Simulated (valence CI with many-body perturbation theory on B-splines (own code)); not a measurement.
The numbers below are computed, except where a source is named.
## Basis-set convergence for Cu VII

Level of theory: configuration interaction combined with many-body perturbation theory (CI+MBPT): five valence electrons over a frozen Dirac-Fock core [Ar], a basis of 7 s, 7 p, 8 d, 6 f, 4 g, 1 h functions for each j, with the one-electron correlation potential Σ1 (screened to all orders), the two-electron term Σ2, the three-electron term Σ3, Breit, model QED; selected single and double excitations, second order for the rest, scaled by the run's own slope (own B-spline code, finite nucleus).

Set against measurement, 30 paired levels are off by 883 cm⁻¹ on average, the worst by 2343. Among the levels kept, up to 550 cm⁻¹ of a level comes from second order outside the variational space, and about a tenth of that is noise between levels of different J, which matters for small intervals. Only levels of the ground parity were solved; by the run's estimate the other parity begins above the list, which can be wrong where configurations are misplaced.

The reference run has the lowest level 3d5 6S_5/2 and an ionisation energy of 137.640 eV. Its largest variational space holds 20466 state functions.

Changed runs:
A. basis 6 s, 6 p, 5 d, 5 f, 1 g
B. basis 5 s, 5 p, 4 d, 4 f

Excitation energies of the reference run in cm⁻¹, and shifts in cm⁻¹:

```csv
Level,Reference,A,B
3d5 4G_11/2,45266,+326,+1217
3d5 4G_5/2,45332,+336,+1228
3d5 4G_9/2,45393,+331,+1223
3d5 4G_7/2,45396,+332,+1224
3d5 4P_5/2,50651,+512,+1209
3d5 4P_3/2,50993,+508,+1192
3d5 4P_1/2,51364,+513,+1159
3d5 4D_7/2,55178,+432,+1607
3d5 4D_1/2,55659,+429,+1582
3d5 4D_3/2,55907,+436,+1553
3d5 4D_5/2,55912,+442,+1549
3d5 2I_11/2,65436,+453,+1678
Ionisation energy (eV),137.640,-0.148,-0.165
```
